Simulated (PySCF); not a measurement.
C2H6N2Si2, SMILES [SiH2]1[SiH2]N=CN=C1. Atoms are numbered in the order given.

```xyz
12

C      0.5873     1.4835    -0.4850
N      1.6297     0.8544    -0.0817
C      1.5990    -0.2996     0.7188
N      0.8080    -1.2991     0.6338
Si    -0.7316    -1.3154    -0.2235
Si    -1.2308     0.9637    -0.1040
H      0.7801     2.2904    -1.2171
H      2.4589    -0.3353     1.4139
H     -0.5716    -1.8196    -1.6233
H     -1.6647    -2.2082     0.5176
H     -2.1259     1.6606    -1.0726
H     -1.5845     1.3464     1.2984
```
Charge 0, spin multiplicity 1.

The structure is a stationary point at r2SCAN-D4/def2-SVP. This is a generated structure with no PubChem entry under its InChIKey; it may be hypothetical.

Two levels are set side by side: PBE/pcSseg-1 (PySCF) and PBE0/pcSseg-1 (PySCF). GIAO shifts against NH3 (¹⁵N), TMS (²⁹Si), TMS (¹H), TMS (¹³C) at the same level; non-relativistic, no solvent, atoms listed together averaged. Differences are taken from unrounded values.

```csv
quantity,PBE0,PBE,PBE minus PBE0
δ(¹³C) of C1 (ppm),195.3,190.1,-5.2
δ(¹⁵N) of N2 (ppm),489.3,479.2,-10.2
δ(¹³C) of C3 (ppm),171.9,168.9,-2.9
δ(¹⁵N) of N4 (ppm),268.5,259.6,-9.0
δ(²⁹Si) of Si5 (ppm),-76.2,-81.1,-5.0
δ(²⁹Si) of Si6 (ppm),-125.5,-136.1,-10.6
δ(¹H) of H7 (ppm),10.13,10.01,-0.11
δ(¹H) of H8 (ppm),9.62,9.67,0.05
```

Rough cost on one machine, each run with all the roots and properties that it gave: PBE0 against PBE within a factor of 2.
